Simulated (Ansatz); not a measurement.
# Pulling the pair apart

The pair of HBr (SMILES Br, atoms 1–2) and CH4O (SMILES CO, atoms 3–8), both closed shells, in one local arrangement (a lower one may exist), relaxed at PBE0-D4/def2-TZVP:

```
8
angstrom
Br 0.2101 0.2283 -2.9374
H -0.2811 -0.0878 -1.5996
C 0.3508 -0.0519 0.8967
O -0.7479 -0.3475 0.0465
H 1.1602 -0.7209 0.6082
H 0.0980 -0.2364 1.9445
H 0.6904 0.9813 0.7773
H -1.4807 0.2350 0.2637
```

CH4O is shifted rigidly along the line between the mean atom positions of the two fragments (negative: closer). Counterpoise interaction energies in kJ/mol. Program: Ansatz 0.2.0. Basis: def2-TZVPPD. Cores are frozen in the correlated methods. Filled d shells of the heavier atoms are correlated. The def2 sets are not built for correlating such inner shells, so the correlated values are less sure here. B3LYP uses VWN-RPA correlation.

```tsv
shift (Å)	B3LYP-D4	HF	wB97M-V
-0.32	-12.1	15.2	-9.9
-0.16	-22.9	0.1	-20.5
0.00	-26.6	-8.1	-24.3
0.16	-26.4	-12.0	-24.6
0.38	-23.3	-13.5	-22.0
0.80	-15.7	-11.4	-15.2
1.59	-6.5	-5.9	-6.7
3.19	-1.6	-1.8	-1.8
```

(1) What does CCSD(T) give at these shifts? (An estimate is asked for; the value comes from the calculation.)

No T1 diagnostic of these runs exceeds 0.009.

Answers

(1) By the calculation: -3.7, -15.7, -20.8, -21.9, -20.3, -14.6, -6.7, -1.8 kJ/mol. For zero shift, CCSD(T) at an estimated basis limit (MP2 extrapolated from triple and quadruple zeta, plus CCSD(T) − MP2 in triple zeta) gives -25.5 kJ/mol. These are counterpoise interaction energies, counted from the two frozen fragments.

For scale, one of the runs: CCSD(T)/def2-TZVPPD, 219 basis functions, launched by `ansatz run in.yaml --threads 4 --pin off --events-out ev --progress --plain --max-ram 9574MiB`. The run took 110 s on 4 CPU threads of an Arm Neoverse V1 (shared host), with 3.4 GiB of host memory at its peak.
